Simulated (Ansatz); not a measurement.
`Cl[CH2][GeH]([Cl])[Cl]` + HBr → `[Cl][GeH]([Cl])[Br]` + `CCl` at 600 K and 1 bar (ligand exchange at a Ge–C bond).

Isolated molecules relaxed with PBE0-D4/def2-TZVP in Ansatz; ΔE leaves out vibrations. CCSD(T)/CBS adds triple-zeta CCSD(T) − MP2 to the extrapolated MP2 energy (def2 sets, frozen cores). This one scheme is used for every species. For Br, Ge outer-core shells are correlated without core-valence functions, which leaves a few kJ/mol of doubt a bond. Scalar relativity is left out up to krypton. Each species was taken in one conformer, which may not be the lowest.

| species | CCSD(T)/CBS energy (Eh) | H − E (kJ/mol) | S (J/(mol·K)) |
| --- | --- | --- | --- |
| `Cl[CH2][GeH]([Cl])[Cl]` | -3495.38945 | 162.1 | 461.6 |
| HBr | -2573.91920 | 33.5 | 219.1 |
| `[Cl][GeH]([Cl])[Br]` | -5569.71077 | 76.7 | 413.1 |
| `CCl` | -499.63220 | 125.0 | 268.9 |

H − E and S are ideal-gas, rigid-rotor, harmonic terms from PBE0-D4/def2-TZVP, for one conformer and one mirror image of each species. 1 Eh = 2625.50 kJ/mol, R = 8.31446 J/(mol·K).

Q: By hand: ΔE, ΔH, ΔS and ΔG.

A: ΔE = (-5569.71077) + (-499.63220) − (-3495.38945) − (-2573.91920) = -0.03432 Eh = -90.1 kJ/mol. Δ(H − E) = 76.7 + 125.0 − 162.1 − 33.5 = 6.1, so ΔH = -84.0 kJ/mol. ΔS = 413.1 + 268.9 − 461.6 − 219.1 = 1.3 J/(mol·K). ΔG = -84.0 − 600 × (1.3)/1000 = -84.8 kJ/mol.

Q: By hand: the equilibrium constant, and the temperature at which ΔG would vanish if ΔH and ΔS stayed fixed.

A: log₁₀ K = −ΔG/(RT ln 10) = 7.4. ΔH and −TΔS have one sign here, so there is no such temperature.

The number of gas molecules stays the same, so ΔS is small and ΔH decides. A doubt of 5 kJ/mol in ΔE shifts log₁₀ K by 0.4 here. Other conformers and mirror images would add mixing entropy, several J/(mol·K) or more a flexible species. Modes under 60 cm⁻¹, often nearly free rotors, make the harmonic entropy too high. These are equilibria of isolated gas molecules and say nothing of rates. Largest T1 diagnostic: 0.009 (customary marks: 0.02 for closed shells, 0.045 for open ones).

ΔS is within the doubt of such terms, so its sign, and with it that verdict, could turn.
